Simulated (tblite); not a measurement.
Run record: tight-binding relaxation, `C(=[C]1\C[CH2][GeH2]1)/C1COC1`.

Computed with GFN2-xTB geometry optimisation, gas phase (tblite 0.8.0). Start geometry: from a force field or distance geometry. The command runs a driver script over a list of jobs; the input below is this job's line of settings and its coordinates in Å.

Command:
```bash
OMP_NUM_THREADS=1 python probes_run.py task.json out
```

Input:
```
{"job": {"kind": "relax", "xc": "GFN2-xTB", "basis": "xTB"}, "charge": 0, "multiplicity": 1}
C     -0.363700    -0.606700    -0.169600
C      0.867400    -0.341200     0.234800
C      2.107300    -1.188100     0.319600
C      3.037700     0.010700     0.133100
Ge     1.770800     1.211900     0.971800
C     -1.458500     0.433600    -0.143100
C     -2.479300     0.140200    -1.212000
O     -3.444900     0.637400    -0.343900
C     -2.649500     0.114000     0.697100
H     -0.583900    -1.612200    -0.528900
H      2.248500    -1.691300     1.276600
H      2.259000    -1.904300    -0.512000
H      3.946700    -0.183800     0.756300
H      3.228300     0.261700    -0.918500
H      1.362200     2.466200     0.192600
H      1.827700     1.288900     2.514600
H     -1.097200     1.488200    -0.096000
H     -2.340400     0.666000    -2.159000
H     -2.620300    -0.959100    -1.309000
H     -2.897600    -0.945400     0.816500
H     -2.729400     0.730200     1.633100
```

Output:
```
step      E/eV     max force
  0    -733.62554    3.419
  1    -734.03927    1.488
  2    -734.19268    1.136
  3    -734.39114    0.921
  4    -734.45360    0.735
  5    -734.50754    0.677
  6    -734.56075    0.543
  7    -734.60361    0.531
  8    -734.63375    0.391
  9    -734.65534    0.363
... (100 lines left out)
110    -734.87168    0.020
111    -734.87172    0.019
112    -734.87176    0.015
113    -734.87180    0.014
114    -734.87183    0.016
115    -734.87186    0.014
116    -734.87189    0.012
117    -734.87191    0.010
118    -734.87194    0.010
119    -734.87195    0.009
```

«max force» is the largest atomic force in eV/Å.

Problem. From which step on does the largest force stay under 0.1 eV/Å, and how much energy is left to gain from there?

Solution. From step 42 (0.061 eV/Å), 28.2 meV above the end.

Main results: energy lowered by 28.7 kcal/mol over 119 steps; largest atomic force 0.009 eV/Å at the end.

Problem. Where do the atoms end?

Solution. 0.458 Å rms from the input after alignment:
```
atom  x, y, z in Å
C1    -0.3993   -0.6436   -0.0627
C2     0.8468   -0.3012    0.2221
C3     2.0861   -1.1673    0.2285
C4     3.1999   -0.1023    0.3383
Ge5    1.8472    1.3335    0.6501
C6    -1.5294    0.3192   -0.0318
C7    -2.5003    0.3043   -1.2265
O8    -3.6057   -0.0172   -0.3816
C9    -2.7732   -0.0965    0.7757
H10   -0.6518   -1.6656   -0.3275
H11    2.0807   -1.8290    1.0966
H12    2.1711   -1.7947   -0.6598
H13    3.9243   -0.3110    1.1220
H14    3.7455    0.0111   -0.5968
H15    1.7786    2.5112   -0.2970
H16    1.7059    1.8890    2.0481
H17   -1.1568    1.3162    0.2199
H18   -2.6404    1.2592   -1.7393
H19   -2.3115   -0.4834   -1.9627
H20   -2.7375   -1.1129    1.1807
H21   -3.0892    0.5980    1.5580
```

Problem. Estimate the wall time. Hardware: one thread of an Arm Neoverse N1, shared host.

Solution. About 1.8 s.
Labels such as C1 count atoms from 1, the log's own numbers from 0.
